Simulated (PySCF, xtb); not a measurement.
BH4, SMILES [BH4-], charge -1.

GFN2-xTB (xtb) at its own geometry gives an orbital gap of 16.94 eV.

Coordinates come from a ωB97X-D3(BJ)/def2-TZVPD optimisation.

**Question.** What does M06-2X/def2-TZVPD run with PySCF give? (The exact figures need the calculation; the answer reports its results.)

**Answer.** gap 7.09 eV (levels -3.12 and 3.98 eV).
